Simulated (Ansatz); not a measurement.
```yaml
crystal:
  periodic: [false, false, false]
  atoms:
    - {symbol: B, position_ang: [-0.512778, 0.624481, -2.091496]}
    - {symbol: Al, position_ang: [0.414590, 0.820474, -0.203102]}
    - {symbol: B, position_ang: [0.009904, -0.509362, 1.440802]}
    - {symbol: O, position_ang: [0.724848, -1.657338, 1.557433]}
    - {symbol: H, position_ang: [-0.036624, -0.016106, -2.989404]}
    - {symbol: H, position_ang: [-1.574746, 1.122111, -2.353336]}
    - {symbol: H, position_ang: [1.417741, 2.049400, 0.020435]}
    - {symbol: H, position_ang: [-0.837011, -0.290510, 2.279977]}
    - {symbol: H, position_ang: [0.482477, -2.189550, 2.321692]}
basis:
  gaussian: {orbitals: def2-TZVPD, fitting: {mean_field: cc-pVTZ-jkfit}}
hamiltonian: {xc: {name: HF}}
correlation: {active_space: {window: {electrons: 40, orbitals: 30}}}
```

```sh
$ ansatz run in.yaml --threads 2 --pin off --events-out ev --progress --plain --max-ram 4352MiB
```

(1) How does Ansatz answer? (Estimate.)

Results:

(1) Ansatz gave: The run stopped with an error.
```
Functional definition: HF
508 factors; integrals over basis functions are off by at most 6.6e-1 eV
mean field evaluation 1: about -10040.3601 eV, gradient 3.5e1 eV
mean field evaluation 2: about -10042.5682 eV, gradient 2.2e1 eV
mean field evaluation 4: about -10043.4377 eV, gradient 5.3e-1 eV
mean field evaluation 8: about -10035.5555 eV, gradient 1.2e1 eV
mean field -10043.43996523 eV, -369.0896110340 hartree, gradient 1.9e-6 eV, S^2 0.000000; 1 other end points of the search recorded, 0 dependent functions left out
reference -10043.43996523 eV, -369.0896110340 hartree; 18, 18 occupied and 184, 184 virtual orbitals, 508 factors
Error: 40 electrons in 30 orbitals form no window around the highest filled level of the reference
```
